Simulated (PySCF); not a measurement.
BeHCl, SMILES [BeH][Cl]. Geometry: PBE0-D3(BJ)/def2-TZVPD.

Computed equilibrium geometry at PBE0-D3(BJ)/def2-TZVPD (PySCF confirms it by a frequency run) as bond lengths and angles, and its point group:
point group C∞v.
Atoms: Be1 H2 Cl3. Bond lengths (Å): Be1–H2 1.328, Be1–Cl3 1.801. Bond angles (°): H2–Be1–Cl3 180.0.
Charge 0, spin multiplicity 1.
